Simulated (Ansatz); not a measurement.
The same hydrogenolysis along the group C, Si, Ge, Sn.

Isolated molecules relaxed with PBE0-D4/def2-TZVP in Ansatz; ΔE leaves out vibrations. CCSD(T)/CBS is the MP2 limit (def2-TZVPP, def2-QZVPP) plus CCSD(T) − MP2 in def2-TZVPP, frozen cores. This one scheme is used for every species. def2 core potentials past Kr. For Br, Ge, Sn outer-core shells are correlated without core-valence functions, which leaves a few kJ/mol of doubt a bond. Scalar relativity is left out up to krypton.

Task: Order these by ΔE at CCSD(T)/CBS, lowest first. (An estimate is asked.)
A. `[Cl][SnH2][Br]` + H₂ → `[Br][SnH3]` + HCl
B. `ClCBr` + H₂ → `CBr` + HCl
C. `[Cl][GeH2][Br]` + H₂ → `[GeH3][Br]` + HCl

Result: B (-23.0 kcal/mol), C (+12.2 kcal/mol), A (+17.6 kcal/mol).

Largest T1 diagnostic: 0.010, for `[Br][SnH3]`.
